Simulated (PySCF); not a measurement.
**Working out the ionisation energy of Zr(2+)**

Zr(2+) [Kr] 4d2 (3F) → Zr(3+) [Kr] 4d1 (2D). Computed with PySCF 2.14 in x2c-TZVPPall (8s6p6d2f1g, 79 functions), with scalar relativity by spin-free X2C-1e. Frozen: [Ar] 3d10. Energies in hartree (1 hartree = 27.21139 eV):

```tsv
part	Zr(2+) (lower)	Zr(3+) (upper)
UHF	-3595.542936	-3594.720082
CCSD correlation	-0.218599	-0.201227
(T)	-0.004147	-0.003636
```

Problem. What does Hartree-Fock give?

Solution. (-3594.720082) − (-3595.542936) = 0.822854 hartree = 22.391 eV.

Problem. What do CCSD and CCSD(T) give?

Solution. The CCSD correlation energies differ by 0.017372 hartree = 0.473 eV and the triples by 0.000511 hartree = 0.014 eV, so CCSD gives 22.864 eV and CCSD(T) 22.878 eV.

Reference: 23.170 eV (semi-empirical (NIST evaluation); NIST Atomic Spectra Database, ionization energies), between the lowest levels; spin-orbit coupling is absent from the calculation.

What remains against the reference includes basis incompleteness, the frozen core and higher excitations.
